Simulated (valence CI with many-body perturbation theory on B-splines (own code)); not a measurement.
# Ce52+ in brief

Method: valence CI with perturbative core correlation (CI+MBPT): four valence electrons over a frozen Dirac-Fock core [He], a basis of 11 s, 11 p, 9 d, 7 f, 5 g, 2 h, 1 i functions for each j, with the one-electron correlation potential Σ1, the two-electron term Σ2, the three-electron term Σ3, Breit, model QED; selected CI, second order for the rest (own B-spline code, finite nucleus).

No measured spectrum was set against this ion. As an estimate, large intervals hold to a few tenths of a per cent, small ones and those within an open d or f shell to about a per cent. Among the levels kept, up to 260 cm⁻¹ of a level comes from second order outside the variational space, and about a tenth of that is noise between levels of different J, which matters for small intervals.

Levels are named by their leading jj configuration (3d3/2^4 stands for four electrons in 3d with j = 3/2), which in mixed levels can hold well under half, so a name can repeat and another be missing.

Rates and lifetimes use the calculated energies. Strong lines usually hold to 10 to 20 %, long lifetimes can be off by a factor of two.

What is the ground level?

(2s^2 2p1/2^2) J=0, composition 70 % 2s2 2p2 3P + 30 % 2s2 2p2 1S.

Name the longest-lived excited levels whose lifetime is computed, and their main decay.

(2s^2 2p1/2 2p3/2) J=2 at 477.6 eV lives 849 ns, mostly by E2 to (2s^2 2p1/2^2) J=0; (2s^2 2p1/2 2p3/2) J=1 at 461.1 eV lives 1.58 ns, mostly by M1 to (2s^2 2p1/2^2) J=0.

Among levels below 6955.0 eV, which E1 lines absorb most strongly from the ground level?

to (2s^2 2p1/2 3d3/2) J=1 at 0.1995 nm, f = 0.900; to (2s 2p1/2^2 3p1/2) J=1 at 0.2007 nm, f = 0.575; to (2s 2p1/2^2 3p3/2) J=1 at 0.1957 nm, f = 0.360.

What is the ionisation energy?

10544 eV; NIST lists 10542 ± 4 eV (theoretical).

Where does the other parity begin?

At (2s 2p1/2^2 2p3/2) J=2, 667.8 eV.

How well does LS coupling describe the low levels?

Among the lowest 20 levels the leading LS term, summed over configurations, holds 66 % on average. For single configurations the figures are 66 % in LS and 99 % in jj coupling. Terms mix most in the J = 1 level at 733.6 eV, where the leading one holds 34 %.

What are the static dipole polarisabilities of the lowest levels?

(2s^2 2p1/2^2) J=0 0.000300 bohr³, of which the core gives 6.70e-07.
